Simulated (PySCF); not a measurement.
In(H2S)H3.
Bonds: In1–S2. Hydrogens: H5, H6, H7 on In1; H3, H4 on S2.

Computed with PBE0-D3(BJ)/def2-SVP geometry optimisation, gas phase, def2 core potentials past Kr (PySCF 2.14.0).

How far are the bound atoms from In1?

4 atoms: H7 1.736 Å, H5 1.737 Å, H6 1.742 Å, S2 2.882 Å. The nearest atom not counted as bound is H4, at 3.30 Å (others tie with it).

List the angles at In1.

```json
{"angle": "H5–In1–H7", "degrees": "120.4", "distance of the outer atoms (Å)": "3.01"}
{"angle": "H6–In1–H7", "degrees": "119.2", "distance of the outer atoms (Å)": "3.00"}
{"angle": "H5–In1–H6", "degrees": "118.9", "distance of the outer atoms (Å)": "3.00"}
{"angle": "S2–In1–H7", "degrees": "94.3", "distance of the outer atoms (Å)": "3.47"}
{"angle": "S2–In1–H5", "degrees": "94.2", "distance of the outer atoms (Å)": "3.47"}
{"angle": "S2–In1–H6", "degrees": "93.8", "distance of the outer atoms (Å)": "3.46"}
```

Describe the arrangement about In1 in numbers.

Angles from 93.8° to 120.4°; τ4 = (360° − α − β)/141° = 0.85 with α and β the two widest (0 for a square, 1 for a tetrahedron).

What are the other bond lengths?

S2–H3, S2–H4 1.351 Å.

Point group: Cs (tolerance 0.08 Å). Charge 0, singlet. PBE0-D3(BJ)/def2-SVP frequencies: not computed here.
